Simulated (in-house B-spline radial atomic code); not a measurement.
Checks on a self-consistent run for Ge7+, [Ne] 3s2 3p5 3d7 6s1. Computed with a B-spline radial code for spherical atoms: Dirac-Hartree-Fock, average of configuration, Fermi nucleus of rms radius 4.0742 fm.

```tsv
orbital	q	ε (Eh)	<1/r>	<r²>	small-component weight
1s1/2	2	-417.75603	32.3882	0.00297016	0.0134
2s1/2	2	-60.05263	7.18845	0.0514201	0.0026236
2p1/2	2	-53.93573	7.10955	0.0402851	0.0025842
2p3/2	4	-52.74992	6.9189	0.0417436	0.0025338
3s1/2	2	-13.23130	2.38442	0.409259	0.00064408
3p1/2	1.6667	-11.19148	2.28486	0.422185	0.00060576
3p3/2	3.3333	-11.00773	2.24339	0.433061	0.0005947
3d3/2	2.8	-7.55311	2.03467	0.443508	0.00050183
3d5/2	4.2	-7.52487	2.02443	0.447123	0.00049872
6s1/2	1	-1.38992	0.319751	21.0138	4.457e-05
```

Electron-electron repulsion V_ee = 661.8644 hartree.

Problem. What total energy follows from the eigenvalues?

Solution. The eigenvalues count the repulsion twice, so E = Σqε - V_ee = -1410.439 - 661.864 = -2072.303 hartree; the run printed -2072.303.

Problem. Does the Dirac virial theorem hold?

Solution. For a point nucleus E = -2c²Σq·w, with w the small-component weight. Here Σq·w = 0.055176 and c = 137.0360, so the ratio E/(-2c²Σq·w) is 1.000012; the finite nucleus accounts for the departure from 1.

Problem. What diamagnetic shielding (Lamb formula) and susceptibility (Langevin formula) do the radii give?

Solution. σ = (α²/3)Σq<1/r> = 151.622/(3·137.036²) = 2691.4 ppm, and χ = -0.79199×10⁻⁶·Σq<r²> = -21.74×10⁻⁶ cm³/mol with Σq<r²> = 27.456 bohr². Both are non-relativistic formulas without the paramagnetism of open shells.
